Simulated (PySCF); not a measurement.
# How the method changes the constants of CoCl⁻

State: quartet, unpaired electrons σ ↑, π ↑, δ ↑, a mixture of terms (⟨Lz²⟩ = 4.8). Set-up: Co def2-TZVPPD, Cl def2-TZVPPD; no relativity (PySCF 2.14). De refers to Co (3d7 4s2) + Cl⁻ in their high-spin ground configurations, without counterpoise correction. The functionals are run spin-unrestricted. A positive dipole points towards Cl; it is taken about the centre of mass and depends on that origin.

| Level | Re (Å) | ωe (cm⁻¹) | De (eV) | μ (D) | CPU s a point (SCF and correlation, without the integrals) |
| --- | --- | --- | --- | --- | --- |
| UHF | 2.476 | 214 | n/a | 0.59 | 5 |
| UHF-MP2 | 2.358 | 239 | n/a | n/a | 8.7 |
| UHF-SCS-MP2 | 2.390 | 231 | n/a | n/a | n/a |
| PBE | 2.221 | 293 | n/a | 0.60 | 5.5 |
| PBEsol | 2.175 | 317 | n/a | 0.83 | 2.7 |
| PW91 | 2.218 | 294 | n/a | 0.51 | 4.2 |
| r²SCAN | 2.220 | 301 | n/a | 0.78 | 4.7 |
| PBE0 | 2.248 | 286 | n/a | 0.56 | 8.4 |
| r²SCAN0 | 2.259 | 283 | n/a | 0.70 | 9 |
| BHandHLYP | 2.374 | 234 | n/a | 0.31 | 13 |
| LC-ωPBE | 2.210 | 311 | n/a | 0.75 | 7.6 |

Question: What does a quarter of exact exchange do here, going from PBE to PBE0?

Answer: PBE0 less PBE: +2.7 pm in Re, -2.4 % in ωe. Exact exchange removes part of the self-interaction that spreads semilocal densities, and in most molecules shortens and stiffens the bond and lowers De; here Re and ωe go the other way.

Question: What does the step from GGA to meta-GGA do here, going from PBE to r²SCAN?

Answer: r²SCAN less PBE: -0.1 pm in Re, +2.7 % in ωe. 

Question: What does second-order correlation do here, going from UHF to UHF-MP2?

Answer: UHF-MP2 less UHF: -11.8 pm in Re, +11.7 % in ωe. Correlation nearly always deepens the well. The bond shortens, as in weak, metallic or heavy-atom bonds, where dispersion and the correlation of outer-core electrons pull the atoms together.

Correlated steps freeze 10 core orbitals. De is left out where the level can put another filling of the metal’s s and d shells below the measured ground configuration, by anything from nothing to about 1 eV. The highest Kohn–Sham level is positive in this anion. Much of that is self-interaction error, but it also means that the finite basis helps to hold the extra electron. The state is the lowest single determinant that the PBE0 search found; with open d or f shells the true ground state can be another one.

The whole job (state search and all levels along the bond) took about 15 min on 2 threads of Arm Neoverse V1 (shared host), peak memory 4.4 GiB.
